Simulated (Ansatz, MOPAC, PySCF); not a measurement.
Pair of molecules: CH5N (SMILES CN) (first 7 atoms) with CH6Si (SMILES C[SiH3]); geometry from B3LYP-D3(BJ)/def2-TZVP, rigid monomers moved along the line of their centres of mass till H6···Si9 is 4.45 Å.
(charge 0, multiplicity 1):
```xyz
15

C     -0.9787     0.2707     0.0891
N      0.4280     0.1575     0.4703
H     -1.2348    -0.5492    -0.5836
H     -1.1271     1.2007    -0.4617
H     -1.6881     0.2560     0.9270
H      0.5962    -0.7062     0.9716
H      0.6962     0.9170     1.0842
C      1.6374    -0.2688     5.5059
Si    -0.2237    -0.1415     5.3059
H      1.9104    -1.2067     5.9932
H      2.0172     0.5510     6.1184
H      2.1460    -0.2311     4.5412
H     -0.7429    -1.2588     4.4806
H     -0.5973     1.1343     4.6488
H     -0.8876    -0.1942     6.6312
```

Interaction energies are E(AB) − E(A) − E(B) at the monomers' geometry in the complex; basis-set methods are counterpoise corrected. Rows marked so take none.

Cores are frozen in the correlated methods. Rows in 6-311+G**, 6-31G*, STO-3G carry no dispersion term and start afresh at each structure (6-31G* with six Cartesian d functions). The state that AM1, PM3, PM7 reach isn't checked; PM7 holds dispersion and hydrogen-bond terms.

Run with Ansatz (an electronic-structure program); MOPAC for AM1, PM3, PM7 (differences of heats of formation); PySCF for 6-311+G** rows, 6-31G* rows, STO-3G rows, the dispersion terms. 

Other levels give for the interaction energy: PBE/def2-TZVPPD -0.23; B3LYP/def2-TZVPPD 0.12; B3LYP-D3(BJ)/def2-TZVPPD -0.48; wB97M-V/def2-TZVPPD -0.47; CCSD(T)/aug-cc-pV(D+d)Z -0.45 kcal/mol.

Common cheap choices:

| level | interaction energy (kcal/mol) |
|---|---|
| AM1 | 0.03 |
| PM3 | -0.22 |
| PM7 | -0.49 |
| HF/STO-3G (no counterpoise) | 0.04 |
| HF/6-31G* | 0.02 |
| HF/6-31G* (no counterpoise) | -0.23 |
| B3LYP/6-31G* (no counterpoise) | -0.31 |
| B3LYP/6-311+G** (no counterpoise) | 0.07 |
